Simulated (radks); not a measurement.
Question: The table gives one normalised radial function P(r) = r R(r) (large component) of Hg58+ in [Ar] 3d4 (r in bohr). Method: Dirac Kohn-Sham, relativistic LDA (MacDonald-Vosko exchange, VWN5 correlation), spin-unpolarised, spherical densities, finite nucleus; open shells fill j = l - 1/2 first; Fermi nuclear charge, rms radius 5.4648 fm; computed with a radial shooting solver on a logarithmic mesh with Libxc functionals.

| r | P |
|---|---|
| 0.0008699 | 0.0060 |
| 0.00108 | 0.0090 |
| 0.00134 | 0.0134 |
| 0.001663 | 0.0200 |
| 0.002064 | 0.0298 |
| 0.002562 | 0.0441 |
| 0.003179 | 0.0650 |
| 0.003946 | 0.0953 |
| 0.004897 | 0.1386 |
| 0.006078 | 0.1996 |
| 0.007543 | 0.2842 |
| 0.009362 | 0.3987 |
| 0.01171 | 0.5552 |
| 0.01454 | 0.7457 |
| 0.01804 | 0.9713 |
| 0.02239 | 1.2158 |
| 0.02779 | 1.4435 |
| 0.03449 | 1.5937 |
| 0.0428 | 1.5814 |
| 0.05312 | 1.3122 |
| 0.06593 | 0.7191 |
| 0.08183 | -0.1817 |
| 0.1016 | -1.2376 |
| 0.126 | -2.1603 |
| 0.1577 | -2.6322 |
| 0.1957 | -2.4484 |
| 0.2429 | -1.7726 |
| 0.3015 | -0.9728 |
| 0.3741 | -0.3859 |
| 0.4643 | -0.1036 |
| 0.5763 | -0.0173 |

Which n and l does it have? It may be an empty orbital.

Answer: n = 3, l = 1: the number of nodes gives n - l - 1 = 1, the rise at small r points to l (this Dirac orbital starts outside the nucleus as r^gamma with gamma = sqrt((l + 1)^2 - (Z/c)^2) = 1.91; the j = 3/2 orbital of l + 1 starts with the same power, but with a smaller coefficient, and then steepens), and the extent must fit the shell. The curve is that of 3p3/2; the two j differ most near the nucleus, where j = l - 1/2 has the larger amplitude, and in heavy atoms j = l - 1/2 is also the more compact. 3p3/2: eigenvalue -6293.7 eV, 1 radial node at r = 0.0787 bohr, <r> = 0.175 bohr, 90 % of the charge inside 0.261 bohr.
